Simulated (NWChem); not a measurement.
System: CHCl2FOSi; SMILES O=C[Si](F)(Cl)Cl

Program: NWChem. Pople sets run with spherical d functions. Geometry: optimised at PBE0/def2-SVP. Level: PBE/6-31G* with SMD, gas-phase geometry; reactions with the solvents are ignored. One conformer.

| SMD term (kcal/mol) | water | chloroform |
|---|---|---|
| distortion of the solute's density | 1.03 | 0.41 |
| polarisation | -5.39 | -3.19 |
| cavity, dispersion and structure | 4.16 | -0.97 |

Q: Sum the solvation free energies, find the transfer free energy from water to chloroform and the partition coefficient at 298.15 K.

A: 
1. ΔG(solv, water) = -0.20 kcal/mol and ΔG(solv, chloroform) = -3.75 kcal/mol (1 M gas to 1 M solution).
2. Transfer: -3.75 − (-0.20) = -3.55 kcal/mol.
3. log₁₀ K(chloroform/water) = −ΔG/(RT ln 10) = 3.55/1.364 = 2.6, so the model puts more of the solute in chloroform.
4. Of the transfer energy, 1.58 kcal/mol is electrostatic and -5.13 comes from the non-electrostatic term. The two phases are taken as the pure solvents.
